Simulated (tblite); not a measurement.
C2H3N3SSi.
Geometry (GFN2-xTB, Å), atoms numbered from 1 in this order:
```
atom  x, y, z in Å
N1     0.0848    1.2161    2.6724
C2     0.0597    0.7458    1.6293
Si3    0.0467   -0.0490   -0.0686
N4    -0.9767   -1.3902   -0.2898
S5     2.0410   -0.7311   -0.4943
C6    -0.4944    1.3356   -1.2021
N7    -0.8042    2.1961   -1.8889
H8    -0.6342   -2.3297   -0.1794
H9    -1.9736   -1.3339   -0.1727
H10    2.6596    0.3450   -0.0285
```

Computed values, GFN2-xTB/tblite, gas phase, harmonic and unscaled. This tight-binding method is rough: wavenumbers can miss measured ones by several per cent, in bad cases by 10 to 20. Modes of hydrogen on sulfur can be 10 to 20 % off. One conformer, not necessarily the lowest.

Harmonic wavenumbers (cm⁻¹): 58.9, 77.7, 103.0, 106.3, 147.5, 165.0, 191.1, 293.4, 309.9, 350.2, 361.9, 368.6, 458.0, 604.4, 657.5, 719.8, 796.2, 968.5, 1483.5, 2353.9, 2362.8, 2458.7, 3486.9, 3528.0.

A = 1648, B = 1567, C = 1172 MHz; mass 128.982 u (most abundant isotopes); point group C1, symmetry number 1.

Problem. Zero-point energy?

Solution. ½Σν̃ = 11206 cm⁻¹ = 134.05 kJ/mol.

Problem. Entropy at 298.15 K, 1 bar (ideal gas, RRHO, classical rotation)?

Solution. Translation 169.46, rotation 121.56, vibration 129.52: S = 420.5 J/(mol K).

Problem. And Cp and H(298.15 K) − H(0)?

Solution. Cp = 144.98 J/(mol K), of which vibrations give 111.72 (their classical limit is 24 R = 199.5); H(298.15 K) − H(0) = 29.74 kJ/mol without the zero-point energy, 19.82 from vibrations.

Problem. Which modes carry the vibrational entropy at 298.15 K?

Solution. 58.9 cm⁻¹: 18.80; 77.7 cm⁻¹: 16.52; 103.0 cm⁻¹: 14.21; 106.3 cm⁻¹: 13.96; 147.5 cm⁻¹: 11.31; 165.0 cm⁻¹: 10.43 J/(mol K); the other 18 give 44.30 together.

Problem. How do the functions run with temperature in this model?

Solution. 
```
T (K)  S (J/(mol K))  Cp (J/(mol K))  H − H(0) (kJ/mol)  G − H(0) (kJ/mol)  ln q(vib)
  150          333.6           107.6              10.68             -39.37       3.31
  250          395.8           135.8              22.97             -75.98       6.26
  400          465.3           159.0              45.27            -140.83      10.17
  600          533.2           175.9              78.90            -241.02      14.51
  900          607.8           192.2             134.29            -412.77      19.74
```

q(vib) and H(0) count from the zero-point level.

Problem. Blend soft modes into free rotors: weight 1/[1 + (100 cm⁻¹/ν̃)⁴] for the oscillator and the rest for a rotor with moment μB/(μ + B), μ = h/(8π²ν), B = 10⁻⁴⁴ kg m². What vibrational entropy results?

Solution. 120.50 J/(mol K) in place of 129.52, which changes −T·S at 298.15 K by +2.69 kJ/mol.

Hindered rotation and anharmonicity are outside this model. Other conformers, if any are populated, would add a mixing term that is left out. The structure is chiral; the term R ln 2 for an equal mix with its mirror image is left out.

The run took 0.48 s on an Arm Neoverse N1 with one thread, on a shared host. This covers the Hessian and the dipole derivatives.
